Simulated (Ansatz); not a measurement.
In₁₁As₁₂H₃₂⁺, relaxed as a singlet with RKS r2SCAN-D4/def2-SVP in Ansatz, starting from the GFN2-xTB geometry. Force threshold 0.03 eV/Å.

In the def2 sets In takes a core potential; there is no spin–orbit coupling. Single mean-field runs in def2-SVP are fitted with def2-universal-jkfit.

Start:

Cartesian coordinates in Å:
```
In -2.8588 -0.8232 -4.9677
In -5.1545 2.4256 0.3112
In -1.4159 -0.8290 4.4989
In 0.3638 -4.7516 -2.8856
In 0.2399 -3.0912 2.3593
In -1.5803 -1.6427 -0.8160
In 0.0505 2.3468 -1.9070
In -0.2797 2.4749 2.1082
In 2.6470 -0.1908 -1.0400
In 2.6386 -1.4392 4.3998
In 4.8362 4.2115 1.0080
As -3.9135 0.4820 -0.9702
As -1.4293 -2.6937 -3.3596
As -1.4150 1.2550 -4.0067
As -2.1825 -1.9961 1.8413
As -2.6111 3.6427 1.3607
As 0.6537 0.7220 4.0368
As 0.7259 -5.2698 -0.3106
As 2.6982 -2.2912 -2.7737
As 2.6625 -2.0607 1.8366
As 0.2076 0.5005 -0.0679
As 2.2197 3.9771 1.7216
As 4.5537 1.6453 -0.2312
H -2.5655 -1.2600 -6.6277
H -4.4658 -0.9818 -4.2781
H -5.9164 3.8128 -0.4203
H -5.5432 2.0237 1.9746
H -1.1329 -2.4867 5.0583
H -2.9788 -0.1363 4.9185
H 0.8707 -5.4512 -4.4795
H 0.1672 -4.8751 2.7712
H -0.9260 3.7351 -1.2584
H 1.5760 2.7490 -2.7615
H 1.5541 -2.3515 5.4793
H 3.8911 -0.5363 5.2278
H 6.0005 4.0251 2.2875
H 5.1410 5.3330 -0.2916
H -5.0433 -0.4915 -0.6885
H -4.5249 0.7925 -2.3198
H -2.6092 -3.5919 -2.9625
H -1.0119 1.9695 -5.2638
H -0.1926 0.3386 -4.1674
H -2.7897 -3.3996 1.8819
H -3.0085 3.7374 2.8164
H -2.0532 5.0461 1.4275
H 0.2803 1.5653 5.2537
H -0.7958 -5.2776 -0.2177
H 0.7138 -6.7584 -0.5529
H 4.1886 -2.4842 -2.5956
H 2.9843 -1.3249 -3.9103
H 3.2775 -3.4348 2.1181
H 1.8971 3.9211 0.2329
H 1.8221 5.4349 1.7270
H 3.8779 2.4631 -1.3149
H 5.6587 1.2906 -1.2103
```

| step | energy (eV) | largest force component (eV/Å) | SCF passes |
| --- | --- | --- | --- |
| 1 | -787462.7873 | 1.193 | 21 |
| 2 | -787464.3048 | 0.543 | 25 |
| 3 | -787465.3208 | 0.506 | 25 |
| 4 | -787466.1154 | 0.388 | 24 |
| 5 | -787466.8604 | 0.476 | 24 |
| 6 | -787467.4674 | 0.591 | 24 |
| 7 | -787467.7914 | 0.655 | 21 |
| 8 | -787467.9888 | 0.411 | 21 |
| 9 | -787468.1133 | 0.171 | 20 |
| 10 | -787468.2008 | 0.236 | 20 |
| 11 | -787468.2632 | 0.294 | 19 |
| 12 | -787468.3113 | 0.281 | 19 |
| 13 | -787468.3470 | 0.272 | 19 |
| 14 | -787468.3710 | 0.314 | 20 |
| 15 | -787468.3879 | 0.272 | 19 |
| 16 | -787468.4002 | 0.103 | 19 |
| 17 | -787468.4055 | 0.085 | 19 |
| 18 | -787468.4101 | 0.078 | 19 |
| 19 | -787468.4125 | 0.140 | 19 |
| 20 | -787468.4160 | 0.098 | 20 |
| 21 | -787468.4210 | 0.018 | 19 |
| 22 | -787468.4245 | 0.070 | 19 |
| 23 | -787468.4257 | 0.098 | 19 |
| 24 | -787468.4271 | 0.082 | 20 |
| 25 | -787468.4282 | 0.041 | 20 |
| 26 | -787468.4289 | 0.027 | 19 |
| 27 | -787468.4296 | 0.039 | 19 |
| 28 | -787468.4303 | 0.025 | 21 |

Force components are those of the run's own axes.

End:

```xyz
55

In   -2.553   -0.901   -4.890
In   -4.829    2.699    0.850
In   -2.269   -0.844    3.985
In    0.347   -3.901   -2.942
In    0.527   -3.933    1.940
In   -1.832   -1.084   -0.386
In   -0.181    2.673   -2.330
In   -0.037    1.955    1.864
In    2.312   -0.582   -0.297
In    2.767   -0.355    3.946
In    4.564    3.622    0.894
As   -4.105    0.331   -0.359
As   -1.778   -2.367   -2.704
As   -0.733    1.084   -4.454
As   -1.663   -2.453    1.852
As   -2.340    3.324    1.841
As    0.156    0.383    3.932
As    0.546   -5.080   -0.530
As    2.348   -2.124   -2.504
As    2.430   -2.086    1.844
As    0.071    0.728   -0.459
As    1.965    3.750    1.771
As    4.338    1.146   -0.331
H    -2.021   -1.784   -6.263
H    -4.072   -0.231   -4.443
H    -5.035    3.778   -0.464
H    -5.735    2.224    2.222
H    -2.433   -1.825    5.380
H    -3.328    0.334    3.275
H     0.628   -4.924   -4.291
H     0.687   -5.158    3.135
H    -1.662    3.448   -1.891
H     1.395    3.347   -2.526
H     3.161   -1.255    5.353
H     3.583    0.974    3.176
H     5.503    3.305    2.286
H     4.623    4.692   -0.443
H    -5.172   -0.699   -0.066
H    -4.399    0.464   -1.837
H    -2.839   -3.436   -2.520
H    -0.907    2.027   -5.624
H     0.605    0.537   -4.905
H    -2.770   -3.478    1.700
H    -2.504    3.758    3.281
H    -1.951    4.679    1.293
H     0.065    1.441    5.016
H    -0.564   -6.107   -0.522
H     1.690   -6.067   -0.602
H     3.676   -2.834   -2.624
H     2.500   -1.225   -3.709
H     3.718   -2.856    1.637
H     1.340    4.951    1.094
H     1.997    4.339    3.165
H     4.626    1.303   -1.808
H     5.546    0.295   -0.006
```

Bonds formed: In4–As19, In5–As18, In9–As20 (atoms count from 1).

The force fell under the threshold at step 21, but the optimiser went on and released 0.009 eV more. No frequencies were taken in this run, so the end may be a saddle point.

Hardware: 11 threads of AMD EPYC 7R13 on a shared host and a whole NVIDIA H100 80GB HBM3. Wall time 2.8 min, peak host memory 1.7 GiB.
